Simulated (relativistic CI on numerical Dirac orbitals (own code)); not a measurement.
# Rh⁵⁺ (4d4) in a crystal field

Calculated by Dirac-Coulomb-Breit CI, KLI orbitals optimised for each configuration, model QED (radiative potential, 1s self-energy scaled to tabulated hydrogen-like ionisation energies), valence Slater integrals scaled by 0.9, one configuration in a parametric crystal field (own radial code). With so little scaling, terms lie 10 to 35 % too far apart, which can change the order of excited levels.

Field parameters in Wybourne normalisation: Td as Oh with Dq negative (B⁴₀ = 21Dq, B⁴₄ = √(5/14) B⁴₀). The field is a parameter set, without covalency.

S is read from ⟨S²⟩ = S(S + 1).

Levels (cm⁻¹, degeneracy): 0 (1), 1353 (3), 1879 (3), 2826 (1), 3001 (2), 3241 (3), 4069 (3), 9174 (3), 9307 (2), 9822 (3), 10234 (1), 12602 (1).

Q: Which field gives this pattern?
A. Td, 10Dq = -3800 cm⁻¹
B. Td, 10Dq = -9850 cm⁻¹
C. Td, 10Dq = -15900 cm⁻¹
D. Td, 10Dq = -18950 cm⁻¹

A: C. Td, 10Dq = -15900 cm⁻¹, ground level with S = 1.47.
